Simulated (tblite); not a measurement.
Species: C₅H₁₂BFS.
Atom-mapped SMILES: `[CH3:1][S+:2]([CH3:3])[BH2-:4][C@@H:5]1[CH2:6][C@H:7]1[F:8]` (hydrogens: H9, H10, H11 on C1; H12, H13, H14 on C3; H15, H16 on B4; H17 on C5; H18, H19 on C6; H20 on C7)

Computed with GFN2-xTB (tblite), gas phase: L-BFGS steps from a force-field or distance-geometry start until the largest atomic force falls under 0.01 eV/Å.

Step 37: E = -707.6303 eV
```
atom  x, y, z in Å  |  force x, y, z in eV/Å
C1     -1.8843   -1.6260   -0.5719    0.026   0.017   0.014
S2     -1.5032   -0.5916    0.8766    0.076   0.009  -0.003
C3     -1.8479    1.0304    0.1279    0.028  -0.020   0.004
B4      0.5037   -0.6589    1.0006   -0.052  -0.026  -0.015
C5      1.1353   -0.1413   -0.3785   -0.018   0.010   0.063
C6      2.5799    0.3125   -0.4128   -0.010  -0.032   0.012
C7      1.4811    1.2958   -0.6066   -0.038  -0.027  -0.026
F8      1.2836    1.8005   -1.8740    0.009   0.068  -0.009
H9     -1.5502   -2.6324   -0.3461   -0.040  -0.018   0.013
H10    -2.9559   -1.6070   -0.7432    0.005  -0.038   0.011
H11    -1.3565   -1.2512   -1.4409    0.028   0.019  -0.028
H12    -1.2764    1.1466   -0.7859    0.036  -0.003  -0.019
H13    -2.9122    1.0999   -0.0745    0.012   0.042   0.025
H14    -1.5446    1.7837    0.8466   -0.055   0.012   0.010
H15     0.7218    0.0344    1.9415   -0.019  -0.013  -0.090
H16     0.6881   -1.8139    1.2034   -0.015   0.007   0.009
H17     0.8343   -0.6505   -1.2951    0.066   0.033   0.076
H18     3.1165    0.3490    0.5220    0.020   0.011   0.015
H19     3.1949    0.0581   -1.2623   -0.040  -0.006  -0.040
H20     1.2867    2.0726    0.1242   -0.019  -0.047  -0.023
```

Step 38: E = -707.6319 eV
```
atom  x, y, z in Å  |  force x, y, z in eV/Å
C1     -1.8803   -1.6265   -0.5728    0.012  -0.005  -0.024
S2     -1.5031   -0.5898    0.8756    0.067   0.014  -0.036
C3     -1.8425    1.0341    0.1273    0.016   0.018  -0.018
B4      0.5019   -0.6619    1.0023   -0.039  -0.021  -0.004
C5      1.1346   -0.1460   -0.3761   -0.010   0.012   0.051
C6      2.5778    0.3135   -0.4158   -0.012  -0.057   0.013
C7      1.4752    1.2923   -0.6036   -0.048  -0.025  -0.020
F8      1.2696    1.7981   -1.8684    0.009   0.081  -0.032
H9     -1.5487   -2.6341   -0.3439   -0.045   0.013   0.015
H10    -2.9524   -1.6084   -0.7482    0.040  -0.029   0.018
H11    -1.3491   -1.2573   -1.4439    0.004   0.018   0.019
H12    -1.2641    1.1567   -0.7829    0.012  -0.025   0.019
H13    -2.9063    1.1072   -0.0830    0.051   0.022   0.032
H14    -1.5457    1.7869    0.8509   -0.056  -0.016  -0.004
H15     0.7203    0.0368    1.9382   -0.015  -0.011  -0.061
H16     0.6863   -1.8158    1.2110   -0.020   0.010   0.004
H17     0.8316   -0.6556   -1.2915    0.072   0.035   0.065
H18     3.1190    0.3503    0.5163    0.020   0.010   0.009
H19     3.1876    0.0638   -1.2703   -0.027  -0.016  -0.036
H20     1.2829    2.0663    0.1297   -0.031  -0.029  -0.011
```

**Question.** Estimate the geometry and energy of step 39. (The exact step hangs on the optimiser's Hessian estimate; all steps are aligned on step 38, rigid shifts and turns removed.)

**Answer.** E = -707.6334 eV, largest force 0.080 eV/Å
```
atom  x, y, z in Å  |  force x, y, z in eV/Å
C1     -1.8766   -1.6268   -0.5736   -0.001  -0.021  -0.049
S2     -1.5012   -0.5882    0.8742    0.037   0.013  -0.054
C3     -1.8377    1.0372    0.1268    0.003   0.045  -0.032
B4      0.4992   -0.6648    1.0031   -0.020  -0.011   0.006
C5      1.1340   -0.1494   -0.3731    0.002   0.008   0.021
C6      2.5759    0.3135   -0.4178   -0.013  -0.053   0.009
C7      1.4699    1.2891   -0.6016   -0.036  -0.012  -0.011
F8      1.2591    1.7981   -1.8645    0.009   0.072  -0.033
H9     -1.5486   -2.6356   -0.3417   -0.037   0.033   0.015
H10    -2.9491   -1.6104   -0.7517    0.061  -0.013   0.021
H11    -1.3431   -1.2618   -1.4464   -0.014   0.013   0.053
H12    -1.2540    1.1644   -0.7805   -0.006  -0.036   0.046
H13    -2.9010    1.1138   -0.0888    0.071  -0.002   0.030
H14    -1.5479    1.7895    0.8543   -0.042  -0.031  -0.011
H15     0.7187    0.0385    1.9336   -0.011  -0.002  -0.017
H16     0.6845   -1.8173    1.2172   -0.022   0.005  -0.001
H17     0.8312   -0.6592   -1.2873    0.062   0.018   0.031
H18     3.1215    0.3517    0.5122    0.016   0.010  -0.008
H19     3.1808    0.0679   -1.2773   -0.021  -0.025  -0.018
H20     1.2792    2.0606    0.1338   -0.038  -0.010   0.002
```

The energy changes by -0.0015 eV. The first-order estimate −F·Δx gives -0.0021 eV and the mean of the old and new forces, exact on a quadratic surface, -0.0015 eV. The step makes an angle of 74° with the force vector and moves no atom by more than 0.013 Å.

The cost below is that of the whole relaxation. Hardware: Arm Neoverse V2, one thread, no GPU, shared host. Cost: 0.32 s of wall time.
